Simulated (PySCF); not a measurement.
# Nuclear quadrupole coupling in `FC(F)O[BH2-][PH3+]`

CH6BF2OP.
Z-matrix (Å and degrees, PBE0-D3(BJ)/def2-SVP geometry), rows numbered from 1:
```
F 
C   1  1.3812
F   2  1.3360  1  106.28
O   2  1.3275  1  110.07  3  -118.69
B   4  1.4433  2  118.46  1   -67.45
P   5  2.0331  4  108.19  2    74.60
H   2  1.1074  1  106.45  3   116.69
H   5  1.2259  4  116.62  2   -39.58
H   5  1.2172  4  112.56  2  -175.83
H   6  1.4161  5  113.95  4   162.55
H   6  1.4152  5  116.84  4    45.87
H   6  1.4148  5  121.33  4   -77.21
```

Field gradients from the PBE0/pcSseg-1 density (PySCF, non-relativistic), principal values in atomic units, ordered |Vxx| ≤ |Vyy| ≤ |Vzz|:

```json
{"atom": "O4", "Vxx": "-0.3584", "Vyy": "-1.2679", "Vzz": "1.6263"}
{"atom": "B5", "Vxx": "-0.0247", "Vyy": "-0.2063", "Vzz": "0.2310"}
```

Task: Find the asymmetry η = (Vxx − Vyy)/Vzz and the couplings χ = eQV/h (234.96 MHz × Q in barn × V in au), with Q(17O) = −0.0256 b, Q(11B) = 0.04059 b.

Result: 
| atom | environment | nucleus | η | χzz (MHz) | χxx (MHz) | χyy (MHz) |
| --- | --- | --- | --- | --- | --- | --- |
| O4 | boron-bound oxygen | 17O | 0.56 | -9.78 | 2.16 | 7.63 |
| B5 | four-coordinate boron | 11B | 0.79 | 2.203 | -0.235 | -1.968 |

Task: What is Vzz at O4 in SI units (1 au = 9.71736 × 10²¹ V/m²)?

Result: 1.6263 au = 15.803 × 10²¹ V/m².

Task: And the gradient at the other heavy atoms, for which no coupling is worked out here?

Result: 
```json
{"atom": "F1", "environment": "fluorine of a CF2 group", "Vzz (au)": "2.686", "η": "0.09"}
{"atom": "C2", "environment": "CHF2 carbon", "Vzz (au)": "-0.434", "η": "0.65"}
{"atom": "F3", "environment": "fluorine of a CF2 group", "Vzz (au)": "2.884", "η": "0.07"}
{"atom": "P6", "environment": "phosphorus bonded to B and 3 H", "Vzz (au)": "-0.930", "η": "0.07"}
```

Task: What couplings would deuterons (Q(2H) = 0.00286 b) have in place of the hydrogens, at this geometry?

Result: 
```
atom  bonded to  bond length (Å)  Vzz (au)     η  χzz (kHz)
  H7         C2            1.107    0.2552  0.02        171
  H8         B5            1.226    0.1865  0.08        125
  H9         B5            1.217    0.1943  0.08        131
 H10         P6            1.416    0.1717  0.05        115
 H11         P6            1.415    0.1726  0.05        116
 H12         P6            1.415    0.1725  0.05        116
```

Geometry: PBE0-D3(BJ)/def2-SVP, one conformer, isolated molecule. The small basis limits the accuracy of the gradients.

The run behind these numbers computed NMR shieldings as well. The run took 17 s (with the writing of density and orbital grids) on Arm Neoverse V2, one thread, no GPU, shared host, and the process peaked at 0.74 GiB of memory.
